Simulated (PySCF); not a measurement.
Identify the unknown among the candidates.

All candidates are C3H12Si4.

* Rotational structure: rotational constants A, B, C: 1.393, 0.727, 0.596 GHz [GFN2-xTB]
* 1H NMR: chemical shifts (computed TMS as zero) by class: 4.44 (2 H), 3.56 (6 H), 1.98 (1 H), 0.44 (3 H) ppm [GIAO PBE0/pcSseg-1]
* Dipole: 1.01 D [PBE0/pcSseg-1]
* 13C NMR: chemical shifts (computed TMS as zero) by class: 106.6 (1 C), 83.9 (1 C), -6.4 (1 C) ppm [GIAO PBE0/pcSseg-1]
* NMR, other nuclei: isotropic shieldings of nuclei other than C and H, by class: 441 (1 Si), 444 (1 Si), 460 (2 Si) ppm [GIAO PBE0/pcSseg-1]

The electronic properties come from PySCF, for the isolated species, density fitting. Levels stand in brackets. Geometry: GFN2-xTB, one conformer, isolated molecule. NMR classes are plain means over equivalent atoms (diastereotopic ones count apart unless rotation or inversion swaps them), as if these changed places fast.

Task: Which candidate is it?
A. `C#C[SiH2][Si](C)([SiH3])[SiH3]`
B. `C#CC[SiH2][SiH]([SiH3])[SiH3]`
C. `C1CC12[SiH2][SiH2][SiH2][SiH2]2`
D. `[SiH3][SiH2][C@H]1C=C[SiH2][SiH2]1`
E. `CC1=C[SiH2][Si@H]([SiH3])[SiH2]1`

Result: A. It is `C#C[SiH2][Si](C)([SiH3])[SiH3]`. Numbering: `[CH:1]#[C:2][SiH2:3][Si:4]([CH3:5])([SiH3:6])[SiH3:7]`. Its formula, C3H12Si4, gives 2 degrees of unsaturation: 0 rings and 2 π bonds in the structure found. 3 carbons fall into 3 classes; from least to most shielded: terminal alkyne carbon [C1] (106.6 ppm), alkyne carbon [C2] (83.9 ppm), Si-methyl carbon [C5] (-6.4 ppm). Hydrogen classes from least to most shielded: 2 H on an SiH2 silicon, Si3 (4.44 ppm), 6 H on 2 SiH3 silicons, Si6/Si7 (3.56 ppm), 1 H on a terminal alkyne carbon, C1 (1.98 ppm), 3 H on an Si-methyl carbon, C5 (0.44 ppm). The other shieldings belong to: 441 ppm, SiH2 silicon [Si3]; 444 ppm, four-coordinate silicon [Si4]; 460 ppm, SiH3 silicon [Si6/Si7]. The optimised geometry has point group C1 and is an asymmetric top.

The others, at the same levels:
- `[SiH3][SiH2][C@H]1C=C[SiH2][SiH2]1` fails: its computed 13C shifts are 162.7 (1 C), 128.9 (1 C), 20.0 (1 C) ppm, 1H shifts are 7.02 (1 H), 6.20 (1 H), 4.44 (1 H), 4.30 (1 H), 4.25 (1 H), 4.15 (1 H), 3.89 (1 H), 3.63 (1 H), 3.49 (3 H), 1.85 (1 H) ppm and rotational constant A is 2.428 GHz (against 1.393 GHz).
- `C1CC12[SiH2][SiH2][SiH2][SiH2]2` fails: it has 2 carbon classes against 3; its computed 13C shifts are 15.0 (2 C), -8.7 (1 C) ppm, 1H shifts are 3.88 (4 H), 3.54 (4 H), 0.82 (4 H) ppm and rotational constant A is 1.623 GHz (against 1.393 GHz).
- `CC1=C[SiH2][Si@H]([SiH3])[SiH2]1` fails: its computed 13C shifts are 171.1 (1 C), 149.5 (1 C), 32.1 (1 C) ppm, 1H shifts are 6.98 (1 H), 4.69 (1 H), 4.56 (1 H), 4.53 (1 H), 4.37 (1 H), 3.61 (3 H), 3.17 (1 H), 2.37 (3 H) ppm and rotational constant A is 1.835 GHz (against 1.393 GHz).
- `C#CC[SiH2][SiH]([SiH3])[SiH3]` fails: its computed 13C shifts are 89.4 (1 C), 76.1 (1 C), 1.0 (1 C) ppm, 1H shifts are 4.31 (2 H), 3.66 (6 H), 3.18 (1 H), 1.77 (2 H), 1.34 (1 H) ppm and rotational constant A is 1.111 GHz (against 1.393 GHz).

Each candidate is one conformer, not necessarily the lowest. Dipoles, sizes and rotational constants follow the conformer. The torsions of the flexible species, by atom-mapped SMILES:
- `[CH:1]#[C:2][SiH2:3][Si:4]([CH3:5])([SiH3:6])[SiH3:7]`: C2–Si3–Si4–C5 60°
- `[CH:1]#[C:2][CH2:3][SiH2:4][SiH:5]([SiH3:6])[SiH3:7]`: C2–C3–Si4–Si5 50°, C3–Si4–Si5–Si6 49°

The conformers of `[SiH3][SiH2][C@H]1C=C[SiH2][SiH2]1`, `C1CC12[SiH2][SiH2][SiH2][SiH2]2` and `CC1=C[SiH2][Si@H]([SiH3])[SiH2]1` aren't listed.
